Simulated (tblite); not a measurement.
C4H8FNO2.
Atom-mapped SMILES: `[CH3:1][O:2][C@H:3]([CH2:4][F:5])[C:6]([NH2:7])=[O:8]` (hydrogens: H9, H10, H11 on C1; H12 on C3; H13, H14 on C4; H15, H16 on N7)

Computed with GFN2-xTB (tblite), gas phase: Langevin dynamics at 300 K from the optimised GFN2-xTB geometry, time step 0.5 fs, friction 0.01 fs⁻¹, 2000 steps. The instantaneous temperature is 2·E(kin)/(3Nk) with all 3N coordinates.

```json
{"t (fs)": "0", "T (K)": "244", "E(pot) above start (eV)": "0.000", "C1–O2 (Å)": "1.413", "O2–C3 (Å)": "1.410", "C3–C4 (Å)": "1.531", "C4–F5 (Å)": "1.374", "C3–C6 (Å)": "1.542", "C1–H9 (Å)": "1.096", "C1–O2–C3–C4 (°)": "-71"}
{"t (fs)": "25", "T (K)": "138", "E(pot) above start (eV)": "0.346", "C1–O2 (Å)": "1.426", "O2–C3 (Å)": "1.393", "C3–C4 (Å)": "1.541", "C4–F5 (Å)": "1.387", "C3–C6 (Å)": "1.532", "C1–H9 (Å)": "1.184", "C1–O2–C3–C4 (°)": "-69"}
{"t (fs)": "50", "T (K)": "236", "E(pot) above start (eV)": "0.397", "C1–O2 (Å)": "1.423", "O2–C3 (Å)": "1.400", "C3–C4 (Å)": "1.498", "C4–F5 (Å)": "1.398", "C3–C6 (Å)": "1.529", "C1–H9 (Å)": "1.165", "C1–O2–C3–C4 (°)": "-61"}
{"t (fs)": "75", "T (K)": "296", "E(pot) above start (eV)": "0.253", "C1–O2 (Å)": "1.396", "O2–C3 (Å)": "1.402", "C3–C4 (Å)": "1.565", "C4–F5 (Å)": "1.363", "C3–C6 (Å)": "1.541", "C1–H9 (Å)": "1.068", "C1–O2–C3–C4 (°)": "-63"}
{"t (fs)": "100", "T (K)": "205", "E(pot) above start (eV)": "0.429", "C1–O2 (Å)": "1.403", "O2–C3 (Å)": "1.424", "C3–C4 (Å)": "1.538", "C4–F5 (Å)": "1.389", "C3–C6 (Å)": "1.526", "C1–H9 (Å)": "1.005", "C1–O2–C3–C4 (°)": "-53"}
{"t (fs)": "125", "T (K)": "235", "E(pot) above start (eV)": "0.457", "C1–O2 (Å)": "1.453", "O2–C3 (Å)": "1.431", "C3–C4 (Å)": "1.508", "C4–F5 (Å)": "1.374", "C3–C6 (Å)": "1.495", "C1–H9 (Å)": "1.082", "C1–O2–C3–C4 (°)": "-41"}
{"t (fs)": "150", "T (K)": "220", "E(pot) above start (eV)": "0.418", "C1–O2 (Å)": "1.425", "O2–C3 (Å)": "1.409", "C3–C4 (Å)": "1.525", "C4–F5 (Å)": "1.364", "C3–C6 (Å)": "1.536", "C1–H9 (Å)": "1.156", "C1–O2–C3–C4 (°)": "-58"}
{"t (fs)": "175", "T (K)": "219", "E(pot) above start (eV)": "0.462", "C1–O2 (Å)": "1.388", "O2–C3 (Å)": "1.434", "C3–C4 (Å)": "1.554", "C4–F5 (Å)": "1.383", "C3–C6 (Å)": "1.482", "C1–H9 (Å)": "1.137", "C1–O2–C3–C4 (°)": "-64"}
{"t (fs)": "200", "T (K)": "255", "E(pot) above start (eV)": "0.397", "C1–O2 (Å)": "1.394", "O2–C3 (Å)": "1.427", "C3–C4 (Å)": "1.548", "C4–F5 (Å)": "1.397", "C3–C6 (Å)": "1.533", "C1–H9 (Å)": "1.076", "C1–O2–C3–C4 (°)": "-64"}
{"t (fs)": "225", "T (K)": "319", "E(pot) above start (eV)": "0.388", "C1–O2 (Å)": "1.397", "O2–C3 (Å)": "1.432", "C3–C4 (Å)": "1.553", "C4–F5 (Å)": "1.359", "C3–C6 (Å)": "1.568", "C1–H9 (Å)": "1.090", "C1–O2–C3–C4 (°)": "-84"}
{"t (fs)": "250", "T (K)": "287", "E(pot) above start (eV)": "0.435", "C1–O2 (Å)": "1.455", "O2–C3 (Å)": "1.426", "C3–C4 (Å)": "1.555", "C4–F5 (Å)": "1.361", "C3–C6 (Å)": "1.536", "C1–H9 (Å)": "1.124", "C1–O2–C3–C4 (°)": "-99"}
{"t (fs)": "275", "T (K)": "285", "E(pot) above start (eV)": "0.312", "C1–O2 (Å)": "1.467", "O2–C3 (Å)": "1.376", "C3–C4 (Å)": "1.568", "C4–F5 (Å)": "1.393", "C3–C6 (Å)": "1.570", "C1–H9 (Å)": "1.130", "C1–O2–C3–C4 (°)": "-85"}
{"t (fs)": "300", "T (K)": "303", "E(pot) above start (eV)": "0.426", "C1–O2 (Å)": "1.370", "O2–C3 (Å)": "1.393", "C3–C4 (Å)": "1.548", "C4–F5 (Å)": "1.362", "C3–C6 (Å)": "1.588", "C1–H9 (Å)": "1.088", "C1–O2–C3–C4 (°)": "-75"}
{"t (fs)": "325", "T (K)": "196", "E(pot) above start (eV)": "0.676", "C1–O2 (Å)": "1.336", "O2–C3 (Å)": "1.427", "C3–C4 (Å)": "1.552", "C4–F5 (Å)": "1.364", "C3–C6 (Å)": "1.520", "C1–H9 (Å)": "1.079", "C1–O2–C3–C4 (°)": "-78"}
{"t (fs)": "350", "T (K)": "328", "E(pot) above start (eV)": "0.449", "C1–O2 (Å)": "1.387", "O2–C3 (Å)": "1.452", "C3–C4 (Å)": "1.546", "C4–F5 (Å)": "1.386", "C3–C6 (Å)": "1.562", "C1–H9 (Å)": "1.102", "C1–O2–C3–C4 (°)": "-87"}
{"t (fs)": "375", "T (K)": "256", "E(pot) above start (eV)": "0.485", "C1–O2 (Å)": "1.453", "O2–C3 (Å)": "1.378", "C3–C4 (Å)": "1.516", "C4–F5 (Å)": "1.379", "C3–C6 (Å)": "1.567", "C1–H9 (Å)": "1.105", "C1–O2–C3–C4 (°)": "-84"}
{"t (fs)": "400", "T (K)": "153", "E(pot) above start (eV)": "0.530", "C1–O2 (Å)": "1.499", "O2–C3 (Å)": "1.373", "C3–C4 (Å)": "1.534", "C4–F5 (Å)": "1.375", "C3–C6 (Å)": "1.560", "C1–H9 (Å)": "1.114", "C1–O2–C3–C4 (°)": "-79"}
{"t (fs)": "425", "T (K)": "288", "E(pot) above start (eV)": "0.516", "C1–O2 (Å)": "1.447", "O2–C3 (Å)": "1.334", "C3–C4 (Å)": "1.549", "C4–F5 (Å)": "1.367", "C3–C6 (Å)": "1.576", "C1–H9 (Å)": "1.091", "C1–O2–C3–C4 (°)": "-84"}
{"t (fs)": "450", "T (K)": "226", "E(pot) above start (eV)": "0.604", "C1–O2 (Å)": "1.366", "O2–C3 (Å)": "1.410", "C3–C4 (Å)": "1.561", "C4–F5 (Å)": "1.380", "C3–C6 (Å)": "1.564", "C1–H9 (Å)": "1.080", "C1–O2–C3–C4 (°)": "-88"}
{"t (fs)": "475", "T (K)": "274", "E(pot) above start (eV)": "0.407", "C1–O2 (Å)": "1.402", "O2–C3 (Å)": "1.455", "C3–C4 (Å)": "1.541", "C4–F5 (Å)": "1.387", "C3–C6 (Å)": "1.518", "C1–H9 (Å)": "1.097", "C1–O2–C3–C4 (°)": "-85"}
{"t (fs)": "500", "T (K)": "219", "E(pot) above start (eV)": "0.529", "C1–O2 (Å)": "1.404", "O2–C3 (Å)": "1.435", "C3–C4 (Å)": "1.528", "C4–F5 (Å)": "1.372", "C3–C6 (Å)": "1.538", "C1–H9 (Å)": "1.103", "C1–O2–C3–C4 (°)": "-82"}
{"t (fs)": "525", "T (K)": "348", "E(pot) above start (eV)": "0.311", "C1–O2 (Å)": "1.410", "O2–C3 (Å)": "1.382", "C3–C4 (Å)": "1.514", "C4–F5 (Å)": "1.351", "C3–C6 (Å)": "1.566", "C1–H9 (Å)": "1.098", "C1–O2–C3–C4 (°)": "-78"}
{"t (fs)": "550", "T (K)": "366", "E(pot) above start (eV)": "0.471", "C1–O2 (Å)": "1.414", "O2–C3 (Å)": "1.374", "C3–C4 (Å)": "1.558", "C4–F5 (Å)": "1.376", "C3–C6 (Å)": "1.592", "C1–H9 (Å)": "1.066", "C1–O2–C3–C4 (°)": "-75"}
{"t (fs)": "575", "T (K)": "276", "E(pot) above start (eV)": "0.502", "C1–O2 (Å)": "1.432", "O2–C3 (Å)": "1.384", "C3–C4 (Å)": "1.504", "C4–F5 (Å)": "1.385", "C3–C6 (Å)": "1.546", "C1–H9 (Å)": "1.092", "C1–O2–C3–C4 (°)": "-78"}
{"t (fs)": "600", "T (K)": "291", "E(pot) above start (eV)": "0.511", "C1–O2 (Å)": "1.430", "O2–C3 (Å)": "1.477", "C3–C4 (Å)": "1.497", "C4–F5 (Å)": "1.442", "C3–C6 (Å)": "1.570", "C1–H9 (Å)": "1.134", "C1–O2–C3–C4 (°)": "-73"}
{"t (fs)": "625", "T (K)": "305", "E(pot) above start (eV)": "0.675", "C1–O2 (Å)": "1.400", "O2–C3 (Å)": "1.516", "C3–C4 (Å)": "1.497", "C4–F5 (Å)": "1.391", "C3–C6 (Å)": "1.567", "C1–H9 (Å)": "1.131", "C1–O2–C3–C4 (°)": "-71"}
{"t (fs)": "650", "T (K)": "360", "E(pot) above start (eV)": "0.428", "C1–O2 (Å)": "1.391", "O2–C3 (Å)": "1.430", "C3–C4 (Å)": "1.488", "C4–F5 (Å)": "1.364", "C3–C6 (Å)": "1.531", "C1–H9 (Å)": "1.080", "C1–O2–C3–C4 (°)": "-72"}
{"t (fs)": "675", "T (K)": "305", "E(pot) above start (eV)": "0.505", "C1–O2 (Å)": "1.419", "O2–C3 (Å)": "1.385", "C3–C4 (Å)": "1.532", "C4–F5 (Å)": "1.401", "C3–C6 (Å)": "1.547", "C1–H9 (Å)": "1.038", "C1–O2–C3–C4 (°)": "-69"}
{"t (fs)": "700", "T (K)": "225", "E(pot) above start (eV)": "0.641", "C1–O2 (Å)": "1.470", "O2–C3 (Å)": "1.418", "C3–C4 (Å)": "1.546", "C4–F5 (Å)": "1.392", "C3–C6 (Å)": "1.560", "C1–H9 (Å)": "1.080", "C1–O2–C3–C4 (°)": "-68"}
{"t (fs)": "725", "T (K)": "330", "E(pot) above start (eV)": "0.483", "C1–O2 (Å)": "1.429", "O2–C3 (Å)": "1.412", "C3–C4 (Å)": "1.519", "C4–F5 (Å)": "1.390", "C3–C6 (Å)": "1.535", "C1–H9 (Å)": "1.137", "C1–O2–C3–C4 (°)": "-82"}
{"t (fs)": "750", "T (K)": "277", "E(pot) above start (eV)": "0.631", "C1–O2 (Å)": "1.405", "O2–C3 (Å)": "1.472", "C3–C4 (Å)": "1.476", "C4–F5 (Å)": "1.395", "C3–C6 (Å)": "1.518", "C1–H9 (Å)": "1.119", "C1–O2–C3–C4 (°)": "-82"}
{"t (fs)": "775", "T (K)": "315", "E(pot) above start (eV)": "0.671", "C1–O2 (Å)": "1.382", "O2–C3 (Å)": "1.477", "C3–C4 (Å)": "1.447", "C4–F5 (Å)": "1.384", "C3–C6 (Å)": "1.587", "C1–H9 (Å)": "1.084", "C1–O2–C3–C4 (°)": "-80"}
{"t (fs)": "800", "T (K)": "376", "E(pot) above start (eV)": "0.662", "C1–O2 (Å)": "1.442", "O2–C3 (Å)": "1.363", "C3–C4 (Å)": "1.556", "C4–F5 (Å)": "1.421", "C3–C6 (Å)": "1.608", "C1–H9 (Å)": "1.071", "C1–O2–C3–C4 (°)": "-85"}
{"t (fs)": "825", "T (K)": "287", "E(pot) above start (eV)": "0.752", "C1–O2 (Å)": "1.505", "O2–C3 (Å)": "1.364", "C3–C4 (Å)": "1.620", "C4–F5 (Å)": "1.376", "C3–C6 (Å)": "1.516", "C1–H9 (Å)": "1.088", "C1–O2–C3–C4 (°)": "-95"}
{"t (fs)": "850", "T (K)": "357", "E(pot) above start (eV)": "0.568", "C1–O2 (Å)": "1.437", "O2–C3 (Å)": "1.394", "C3–C4 (Å)": "1.580", "C4–F5 (Å)": "1.348", "C3–C6 (Å)": "1.559", "C1–H9 (Å)": "1.097", "C1–O2–C3–C4 (°)": "-97"}
{"t (fs)": "875", "T (K)": "325", "E(pot) above start (eV)": "0.807", "C1–O2 (Å)": "1.365", "O2–C3 (Å)": "1.515", "C3–C4 (Å)": "1.492", "C4–F5 (Å)": "1.340", "C3–C6 (Å)": "1.577", "C1–H9 (Å)": "1.093", "C1–O2–C3–C4 (°)": "-94"}
{"t (fs)": "900", "T (K)": "445", "E(pot) above start (eV)": "0.472", "C1–O2 (Å)": "1.457", "O2–C3 (Å)": "1.443", "C3–C4 (Å)": "1.487", "C4–F5 (Å)": "1.374", "C3–C6 (Å)": "1.556", "C1–H9 (Å)": "1.089", "C1–O2–C3–C4 (°)": "-93"}
{"t (fs)": "925", "T (K)": "347", "E(pot) above start (eV)": "0.670", "C1–O2 (Å)": "1.446", "O2–C3 (Å)": "1.395", "C3–C4 (Å)": "1.551", "C4–F5 (Å)": "1.385", "C3–C6 (Å)": "1.575", "C1–H9 (Å)": "1.097", "C1–O2–C3–C4 (°)": "-97"}
{"t (fs)": "950", "T (K)": "295", "E(pot) above start (eV)": "0.857", "C1–O2 (Å)": "1.424", "O2–C3 (Å)": "1.446", "C3–C4 (Å)": "1.615", "C4–F5 (Å)": "1.373", "C3–C6 (Å)": "1.587", "C1–H9 (Å)": "1.109", "C1–O2–C3–C4 (°)": "-85"}
{"t (fs)": "975", "T (K)": "405", "E(pot) above start (eV)": "0.735", "C1–O2 (Å)": "1.398", "O2–C3 (Å)": "1.395", "C3–C4 (Å)": "1.580", "C4–F5 (Å)": "1.337", "C3–C6 (Å)": "1.562", "C1–H9 (Å)": "1.095", "C1–O2–C3–C4 (°)": "-67"}
{"t (fs)": "1000", "T (K)": "400", "E(pot) above start (eV)": "0.519", "C1–O2 (Å)": "1.377", "O2–C3 (Å)": "1.406", "C3–C4 (Å)": "1.473", "C4–F5 (Å)": "1.341", "C3–C6 (Å)": "1.592", "C1–H9 (Å)": "1.054", "C1–O2–C3–C4 (°)": "-66"}
```

Q: From 500 fs on, how do temperature and potential energy compare with equipartition?

A: The mean temperature of these 21 frames is 326 K against the target 300 K, and the mean potential energy 0.59 eV against 42 × kT/2 = 0.54 eV for 42 classical harmonic modes. For 16 atoms in a canonical ensemble the temperature itself scatters by T·√(2/(3N)) = 61 K; here its standard deviation is 55 K. The whole run lasts only 10 friction times of 100 fs, so these averages carry a wide statistical error.

Q: What are the kinetic and total energies of the listed frame with the highest potential energy?

A: The one at 950 fs, 0.857 eV above the start. Its kinetic energy is 3NkT/2 = 0.610 eV at 295 K, so the sum is 1.47 eV; over the listed frames the sum runs from 0.50 to 1.57 eV, since the thermostat adds and removes energy.

Q: How much do the listed bonds fluctuate from 500 fs on?

A: 
| bond | at the start (Å) | mean (Å) | standard deviation (Å) |
| --- | --- | --- | --- |
| C1–O2 | 1.413 | 1.421 | 0.032 |
| O2–C3 | 1.410 | 1.423 | 0.045 |
| C3–C4 | 1.531 | 1.527 | 0.045 |
| C4–F5 | 1.374 | 1.378 | 0.026 |
| C3–C6 | 1.542 | 1.561 | 0.024 |
| C1–H9 | 1.096 | 1.093 | 0.024 |

The motion is classical and holds no zero-point motion.

What follows is the cost of the whole dynamics run. The run took 36 s on one thread, AMD EPYC (x86_64), no GPU (shared host), and the process peaked at 0.18 GiB of memory.
